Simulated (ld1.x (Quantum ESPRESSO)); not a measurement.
**What one change does to a pseudopotential (arsenic (As), TM semilocal)**

```
Element                 : arsenic (As)
Generator               : ld1.x (Quantum ESPRESSO) 7.5
Type                    : norm-conserving Troullier–Martins (semilocal form)
Functional              : PBE
Relativity              : scalar-relativistic
Frozen core             : [Ar] 3d10
Valence charge          : 5
Reference configuration : 4s2 4p2 (charge +1)
Partial waves           : 4s (bound): rc 1.50 bohr; 4p (bound): rc 1.80 bohr; 4d channel at 0.2 Ry: rc 1.75 bohr
Local potential         : the d channel
Core correction         : Bessel-smoothed model core, default radius (core density twice the valence density)
```

All-electron outer shells of the reference configuration (PBE, scalar-relativistic, ld1.x):

| shell | level (eV) | outermost node (bohr) | outermost maximum (bohr) |
| --- | --- | --- | --- |
| 4s | -23.36 | 0.73 | 1.59 |
| 4p | -13.34 | 0.78 | 1.90 |

Change: wave 4s (bound): rc 1.50 bohr becomes 4s (bound): rc 2.10 bohr.

Cutoffs: the cutoffs (Ry, on a coarse ladder) from which the occupation-weighted sum of valence levels, in a spherical-Bessel basis at the reference potential, stays within 10 and 1 mRy of its value at 400 Ry; they do not see the model core or the augmentation charge, which bear on the density cutoff. Errors are all-electron minus pseudo energies relative to the spin-unpolarised reference configuration.

**Question.** What does the change do?

**Answer.** The potential gets softer (35 Ry and 50 Ry → 21 Ry and 35 Ry); of the 7 tests that both files solve, the error grows in 4 and shrinks in 2 by more than 15 % and 0.3 meV (median size 10.3 → 19.8 meV); neither file shows a bound ghost. A larger radius leaves more room for a smooth pseudo-wave, so fewer plane waves are needed. A semilocal file is local in each channel, so a ghost entry of none says nothing of the separable form that plane-wave codes build from it.

| quantity | base | changed |
| --- | --- | --- |
| cutoff, loose | 35 Ry | 21 Ry |
| cutoff, tight | 50 Ry | 35 Ry |
| loose cutoff by channel (10 mRy a level) | s 18 Ry, p 12 Ry | s 12 Ry, p 12 Ry |
| bound ghosts | none | none |
| error for 4s2 4p3, meV [ΔE -9.15 eV] | 0.0 | +1.3 |
| error for 4s2 4p1, meV [ΔE 17.92 eV] | -10 | -5.7 |
| error for 4s2 4p0, meV [ΔE 45.62 eV] | -62 | -32 |
| error for 4s2 4p2.5, meV [ΔE -5.59 eV] | +0.2 | +0.7 |
| error for 4s1 4p4, meV [ΔE 0.27 eV] | -4.6 | -20 |
| error for 4s0 4p5, meV [ΔE 9.91 eV] | -26 | -91 |
| error for 4s1 4p0, meV [ΔE 96.27 eV] | -283 | -281 |
